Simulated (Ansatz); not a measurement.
A nudged elastic band was laid between two geometries of C$_{2}$H$_{6}$OSSi (11 atoms, charge 0, multiplicity 1).

Theory: UKS PBE/6-31G* (Ansatz).

- movable images: 7
- climbing image: yes
- spring: 20.0 eV/Å²
- optimiser: quadratic models (default)
- start path: through a guess of the saddle point
- force threshold: 0.05 eV/Å
- iteration limit: 60
- end points: relaxed

Image 0:

```xyz
11
Properties=species:S:1:pos:R:3
S -0.202 2.229 0.308
C -0.491 0.612 -0.542
O -1.167 -0.386 0.254
C -0.058 -1.148 0.839
Si 1.090 -0.480 -0.542
H -1.512 2.591 0.410
H -1.071 0.789 -1.461
H -0.324 -2.217 0.871
H 0.173 -0.798 1.862
H 1.197 -1.373 -1.743
H 2.431 0.123 -0.235
```

Image 8:

```xyz
11
Properties=species:S:1:pos:R:3
S -0.284 2.243 0.007
C -0.412 0.501 -0.327
O -0.765 -0.309 0.952
C 0.247 -1.646 0.603
Si 1.242 -0.512 -0.495
H -1.608 2.575 -0.045
H -1.188 0.267 -1.070
H -1.656 -0.707 0.832
H 0.600 -1.899 1.620
H 1.526 -1.037 -1.874
H 2.363 0.467 -0.183
```

What changes between the two ends?

Bonds broken: C4–H8. Bonds formed: O3–H8.

Give the energies along the band, and the barrier.

The run converged. The highest image is number 6 of 0 to 8, 326.7 kJ/mol above the first end and 13.2 kJ/mol above the last; the last end lies 313.5 kJ/mol above the first. Neighbouring images differ by up to 1.9 eV, so the band resolves the path poorly. Another band between the same ends (7 images) ends at a top of the same energy, where a vibrational analysis finds 1 clearly imaginary mode. The orbitals stay closed-shell, which can raise the energy where a bond breaks towards radicals; this wasn't checked here.

```json
{"image": "0", "path coordinate (Å)": "0.00", "energy (kJ/mol)": "0.0", "C4–H8 (Å)": "1.10", "O3–H8 (Å)": "2.11"}
{"image": "1", "path coordinate (Å)": "0.52", "energy (kJ/mol)": "1.4", "C4–H8 (Å)": "1.10", "O3–H8 (Å)": "2.11"}
{"image": "2", "path coordinate (Å)": "1.05", "energy (kJ/mol)": "3.9", "C4–H8 (Å)": "1.11", "O3–H8 (Å)": "2.12"}
{"image": "3", "path coordinate (Å)": "1.57", "energy (kJ/mol)": "6.1", "C4–H8 (Å)": "1.11", "O3–H8 (Å)": "2.12"}
{"image": "4", "path coordinate (Å)": "2.10", "energy (kJ/mol)": "41.9", "C4–H8 (Å)": "1.09", "O3–H8 (Å)": "1.92"}
{"image": "5", "path coordinate (Å)": "2.62", "energy (kJ/mol)": "226.3", "C4–H8 (Å)": "1.18", "O3–H8 (Å)": "1.47"}
{"image": "6", "path coordinate (Å)": "3.15", "energy (kJ/mol)": "326.7", "C4–H8 (Å)": "1.65", "O3–H8 (Å)": "1.03"}
{"image": "7", "path coordinate (Å)": "3.61", "energy (kJ/mol)": "315.4", "C4–H8 (Å)": "2.04", "O3–H8 (Å)": "0.98"}
{"image": "8", "path coordinate (Å)": "4.06", "energy (kJ/mol)": "313.5", "C4–H8 (Å)": "2.14", "O3–H8 (Å)": "0.98"}
```

What is the geometry of the highest image?


```xyz
11
Properties=species:S:1:pos:R:3
S -0.236 2.245 0.010
C -0.485 0.513 -0.361
O -0.959 -0.225 0.887
C 0.272 -1.600 0.746
Si 1.164 -0.495 -0.484
H -1.544 2.636 0.027
H -1.250 0.376 -1.140
H -1.295 -1.137 0.553
H 0.642 -1.686 1.784
H 1.450 -1.135 -1.813
H 2.307 0.450 -0.187
```

Time of the run: 3.8 min on 2 threads of Intel(R) Xeon(R) Platinum 8488C (Sapphire Rapids) (shared host), peak memory 0.2 GiB.
